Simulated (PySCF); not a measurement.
## Bromine: a sound run and one with changed settings

Sound run: Br [Ar] 3d10 4s2 4p5, Br⁺ [Ar] 3d10 4s2 4p4. All numbers are calculated (PySCF 2.14, the spin-free X2C one-electron Hamiltonian (Gaussian nucleus), in x2c-TZVPall (6s5p4d1f, 48 functions)). The sound run starts from symmetry-adapted Hartree-Fock orbitals and uses a fine grid where one is needed.

A second run was set up differently.

```json
{"species": "Br", "method": "UHF", "sound run (hartree)": "-2604.41488", "changed run (hartree)": "-2604.41488", "converged": "yes"}
{"species": "Br", "method": "M06-L", "sound run (hartree)": "-2606.10836", "changed run (hartree)": "-2606.05047", "converged": "yes"}
{"species": "Br", "method": "BP86", "sound run (hartree)": "-2606.54102", "changed run (hartree)": "-2606.54267", "converged": "yes"}
{"species": "Br⁺", "method": "UHF", "sound run (hartree)": "-2604.02086", "changed run (hartree)": "-2604.02086", "converged": "yes"}
{"species": "Br⁺", "method": "M06-L", "sound run (hartree)": "-2605.68270", "changed run (hartree)": "-2605.63417", "converged": "yes"}
{"species": "Br⁺", "method": "BP86", "sound run (hartree)": "-2606.10201", "changed run (hartree)": "-2606.10365", "converged": "yes"}
```

Ionisation energy of Br:

```csv
method,sound run (eV),changed run (eV)
UHF,10.722,10.722
M06-L,11.583,11.328
BP86,11.946,11.946
```

(1) What was changed?
A. radial grid too coarse
B. basis contracted for another Hamiltonian
C. too few SCF iterations
D. a valence shell is frozen

Results:

(1) A. It used radial step 0.3 in ln r (0.13 in the sound run). A coarse radial grid mis-integrates the density and the exchange-correlation energy, with errors of either sign; Hartree-Fock needs no grid.
